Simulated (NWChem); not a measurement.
# C3H5FSi; SMILES FC=C=C[SiH3]

```xyz
10

F     -0.5169     2.6998     0.2675
C      0.2158     1.8228    -0.4631
C      0.5083     0.6210    -0.0379
C      0.7888    -0.6003     0.3437
Si    -0.3265    -2.0700    -0.0310
H      0.5283     2.2301    -1.4196
H      1.7093    -0.7746     0.9092
H      0.4211    -3.0870    -0.8200
H     -1.5075    -1.6109    -0.8024
H     -0.7715    -2.7102     1.2363
```
Atoms are numbered in this order, from 1.

Results from NWChem. Pople sets run with spherical d functions. Structure relaxed at the B3LYP/6-31G* (spherical d) level. Level: B3LYP/6-31G* with SMD (1 M gas to 1 M solution), gas-phase geometry. Reactions with the solvent are ignored.

What does the run give for solvent toluene? Quantities: solvation free energy (kcal/mol); cavity-dispersion-structure term (kcal/mol); dipole in solution (D).


```yaml
solvation free energy (kcal/mol): -1.6
cavity-dispersion-structure term (kcal/mol): -0.2
dipole in solution (D): 1.66
```
